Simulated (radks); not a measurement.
Valence configurations of Sm3+ (all share [Xe]). All-electron calculation, scalar-relativistic Kohn-Sham, SCAN, spin-unpolarised, spherical densities, finite nucleus; meta-GGA in the generalised Kohn-Sham scheme; Fermi nuclear charge, rms radius 5.0819 fm. Program: a radial shooting solver on a logarithmic mesh with Libxc functionals. Energies are relative to 4f5; eigenvalues in eV.

| valence | E (eV) | e(4f) | e(5d) | e(6p) | e(6s) |
|---|---|---|---|---|---|
| 4f5 | 0.000 | -31.934 | - | - | - |
| 4f3 5d1 6s1 | 31.604 | -50.049 | -30.096 | - | -24.903 |
| 4f4 6p1 | 19.866 | -43.297 | - | -19.171 | - |
| 4f3 6s2 | 37.072 | -53.503 | - | - | -26.530 |
| 4f2.5 6s1.5 6p1 | 58.171 | -60.511 | - | -21.786 | -28.027 |
| 4f4.5 5d0.5 | 4.681 | -35.346 | -24.837 | - | - |
| 4f3 5d2 | 26.544 | -46.578 | -27.772 | - | - |

NIST lists [Xe] 4f5 as the ground configuration; this level of theory agrees among the configurations tried. The energies are those of spherical spin-averaged densities, not of single terms. No valid solution was reached for [Xe] 4f4.5 6s0.5; [Xe] 4f4 6s1; [Xe] 4f3.5 6s1.5.
